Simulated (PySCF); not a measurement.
**Electron correlation in Ga⁺ (gallium, charge +1)**

[Ar] 3d10 4s1 4p1, high-spin 3P determinant (an excited configuration). Computed with PySCF 2.14 in def2-TZVPPD (7s5p5d1f, 54 functions), with no relativity, point nucleus. Frozen: [Ar] 3d10; 2 electrons correlated.

Total MP2 correlation energy: -2.36 mhartree.

Same-spin part -2.36 and opposite-spin part 0.00 mhartree; SCS-MP2 scales them by 1/3 and 6/5 to -0.79 mhartree.
